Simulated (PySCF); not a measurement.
Two species compared at the same levels of theory.

First species: C₇H₉PSi.
SMILES: `c1ccc(cc1)/C([SiH3])=P\[H]`

Second species: C₅H₇ClO₂S₂Si.
InChI=1S/C5H7ClO2S2Si/c1-3-4(11)2-9-5(3)10(6,7)8/h2H,1,11H3

Levels: PBE0/pcSseg-1 for dipole moment, HOMO energy, LUMO energy and HOMO–LUMO gap; GFN2-xTB for rotational constant A and rotational constant C. Geometries: GFN2-xTB. Each structure is a single optimised conformer of the isolated species, non-relativistic unless stated; the electronic structure was computed with PySCF and density fitting.

Dipoles, sizes and rotational constants follow the conformer. The torsions of the flexible species, by atom-mapped SMILES:
- `[H]/[P:3]=[C:2](/[SiH3:1])[c:4]1[cH:5][cH:6][cH:7][cH:8][cH:9]1`: Si1–C2–C4–C5 38°
- `[CH3:1][c:2]1[c:3]([SiH3:4])[cH:5][s:6][c:7]1[S:8](=[O:9])(=[O:10])[Cl:11]`: S6–C7–S8–O9 143°

**Question.** Which has the higher dipole moment?

**Answer.** The second: 5.12 D against 1.69 D, a difference of 3.43 D.

**Question.** Which has the higher HOMO–LUMO gap?

**Answer.** The second: 5.72 eV against 4.51 eV, a difference of 1.21 eV.

**Question.** Which of the two has the higher rotational constant A, and by how much?

**Answer.** The first: 2.060 GHz against 1.180 GHz, a difference of 0.880 GHz.

**Question.** Which has the higher rotational constant C?

**Answer.** The first: 0.612 GHz against 0.371 GHz, a difference of 0.241 GHz.

**Question.** Which of the two has the higher LUMO energy, and by how much?

**Answer.** The second: -2.13 eV against -2.29 eV, a difference of 0.16 eV.

**Question.** Which of the two has the higher HOMO energy, and by how much?

**Answer.** The first: -6.80 eV against -7.85 eV, a difference of 1.05 eV.

On the first: A dipole of 1.69 D is allowed in C1, and pure rotational transitions are dipole-allowed. The dipole matches unit charges of opposite sign 0.35 Å apart (1 e·Å = 4.8032 D).

On the second: The dipole matches unit charges of opposite sign 1.07 Å apart (1 e·Å = 4.8032 D).
